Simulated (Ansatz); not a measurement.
Input file for `C[CH2][Ga@-]1([CH3])[F+][Ga@-]([CH3])([CH2]C)[F+]1`:

```yaml
crystal:
  periodic: [false, false, false]
  atoms:
    - {symbol: C, position_ang: [1.035129, -0.259967, 2.556129]}
    - {symbol: C, position_ang: [0.741902, 1.222934, 2.360609]}
    - {symbol: Ga, position_ang: [-0.213709, 1.659534, 0.702582]}
    - {symbol: C, position_ang: [-0.960128, 3.277567, -0.100728]}
    - {symbol: F, position_ang: [-1.526150, 0.237595, 0.392052]}
    - {symbol: Ga, position_ang: [-0.708331, -0.671808, -1.137553]}
    - {symbol: C, position_ang: [-1.657857, -0.031537, -2.721963]}
    - {symbol: C, position_ang: [0.011649, -2.389003, -0.512316]}
    - {symbol: C, position_ang: [1.467548, -2.615621, -0.914112]}
    - {symbol: F, position_ang: [0.665014, 0.670983, -0.741369]}
    - {symbol: H, position_ang: [0.115331, -0.848559, 2.588944]}
    - {symbol: H, position_ang: [1.646392, -0.659166, 1.743242]}
    - {symbol: H, position_ang: [1.574640, -0.444988, 3.489877]}
    - {symbol: H, position_ang: [1.671972, 1.801770, 2.362450]}
    - {symbol: H, position_ang: [0.151900, 1.611973, 3.197329]}
    - {symbol: H, position_ang: [-1.834785, 3.616051, 0.458807]}
    - {symbol: H, position_ang: [-0.229286, 4.088671, -0.106856]}
    - {symbol: H, position_ang: [-1.265346, 3.080942, -1.129514]}
    - {symbol: H, position_ang: [-1.899405, 1.027046, -2.615823]}
    - {symbol: H, position_ang: [-1.045309, -0.157448, -3.617370]}
    - {symbol: H, position_ang: [-2.587946, -0.584200, -2.870141]}
    - {symbol: H, position_ang: [-0.619427, -3.195961, -0.897180]}
    - {symbol: H, position_ang: [-0.091659, -2.409372, 0.575970]}
    - {symbol: H, position_ang: [1.851169, -3.561350, -0.519878]}
    - {symbol: H, position_ang: [1.590221, -2.647292, -2.000367]}
    - {symbol: H, position_ang: [2.116459, -1.818762, -0.542789]}
basis:
  gaussian: {orbitals: def2-SVP}
correlation: {method: ccsd_t}
```

```sh
$ ansatz run in.yaml --threads 4 --pin off --events-out ev --progress --plain --backend cuda
```

Output of Ansatz, abridged:

```
Functional definition: HF
2597 factors; integrals over basis functions are off by at most 1.5e-3 eV
mean field evaluation 1: about -116491.5630 eV, gradient 5.3e1 eV
mean field evaluation 2: about -116491.5698 eV, gradient 5.3e1 eV
mean field evaluation 4: about -116498.3841 eV, gradient 5.5e0 eV
mean field evaluation 8: about -116498.4693 eV, gradient 2.6e-1 eV
mean field evaluation 16: about -116498.4570 eV, gradient 1.7e0 eV
mean field -116498.46956808 eV, -4281.2397911282 hartree, gradient 9.7e-7 eV, S^2 0.000000; 0 other end points of the search recorded, 0 dependent functions left out
26 core orbitals not correlated: weight in the atoms' cores, before any rotation towards them, 1.000 or more for the frozen orbitals, at most 0.000 for the correlated occupied ones
reference -116498.46956808 eV, -4281.2397911282 hartree; 40, 40 occupied and 190, 190 virtual orbitals, 2597 factors
second order -45.81165132 eV of doubles, -0.00000000 eV of singles
cycle   1  -46.36867125 eV  change   -5.6e-1 eV  update   1.6e-1
cycle   2  -47.61315498 eV  change    -1.2e0 eV  update   4.5e-2
cycle   3  -47.87071401 eV  change   -2.6e-1 eV  update   2.1e-2
cycle   4  -47.86528569 eV  change    5.4e-3 eV  update   4.2e-3
cycle   5  -47.86540706 eV  change   -1.2e-4 eV  update   1.6e-3
cycle   6  -47.86535398 eV  change    5.3e-5 eV  update   4.2e-4
cycle   7  -47.86531710 eV  change    3.7e-5 eV  update   1.5e-4
cycle   8  -47.86530166 eV  change    1.5e-5 eV  update   4.4e-5
perturbative correction -1.33551877 eV, -0.0490794094 hartree
Total energy: -116547.67038851 eV, -4283.0478879295 hartree
```

It took 16 s on 4 threads of an AMD EPYC 7R13 on a shared host and a share of an NVIDIA H100 80 GB, with 0.89 GiB of host memory at the peak.

Correlation energy per correlated electron: -0.615 eV. T1 diagnostic: 0.0106.
